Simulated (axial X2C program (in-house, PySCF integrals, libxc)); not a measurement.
**BrF: from Re and ωe to a spectrum**

A bond curve at the CCSD(T) level, with spin–orbit coupling, was computed with an axial X2C code built on PySCF integrals (basis Br dyall-cv3z [8s9p6d4f1g], F dyall-av3z [7s6p3d2f] (cores contracted in-house)) for the state Ω = 0 (closed shell). Its fit gives Re = 1.7702 Å, ωe = 663.7 cm⁻¹, ωexe = 3.68 cm⁻¹ and αe = 2.527e-03 cm⁻¹; the masses are 78.9183 and 18.9984 u. Two-component means X2C with spin–orbit coupling and atomic mean-field Coulomb and Gaunt terms.

Correlated methods: 14 electrons correlated (number of frozen shells: Br 3 s, 2 p, 1 d; F 1 s), 210 virtual spin orbitals or spinors in MP2, 90 natural virtuals in coupled cluster.

Question: Find the reduced mass, Be and the force constant.

Answer: From the CCSD(T) values: μ = 15.3122 u. Be = 16.8576/(μ Re²) = 0.3513 cm⁻¹. k = 5.8918×10⁻⁷ μ ωe² = 3.97 mdyn/Å.

Question: Where do the fundamental and the first overtone lie?

Answer: ν(1←0) = ωe − 2ωexe = 656.3 cm⁻¹; ν(2←0) = 2ωe − 6ωexe = 1305.3 cm⁻¹.

Question: Estimate De from a Morse curve and compare with the computed well depth of 2.481 eV to Br + F.

Answer: De(Morse) = ωe²/(4ωexe) = 3.710 eV against 2.481 eV computed, a ratio of 1.50. The extrapolation overshoots: the well softens faster than a Morse curve, or the lowest atomic limit lies below the one to which the curve heads.

Question: A Morse curve ties αe to the other constants (Pekeris). How well does that hold?

Answer: αe(Morse) = 6Be²/ωe × (√(ωexe/Be) − 1) = 2.496e-03 cm⁻¹; the CCSD(T) curve gives 2.527e-03 cm⁻¹, a ratio of 0.99.

Question: Estimate the centrifugal constant by the Kratzer relation.

Answer: D = 4Be³/ωe² = 3.94e-07 cm⁻¹.

Occupations by symmetry block were frozen at the best pattern of an incomplete PBE0 search. Dissociation energies refer to the lowest single-determinant-based atoms at the same level and basis. Coupled cluster ran in a truncated set of natural virtual spinors; the MP2 energy of the rest was added. (T) has no such correction and the atoms are truncated less, which lowers De at CCSD(T) by a hundredth of an eV or more.
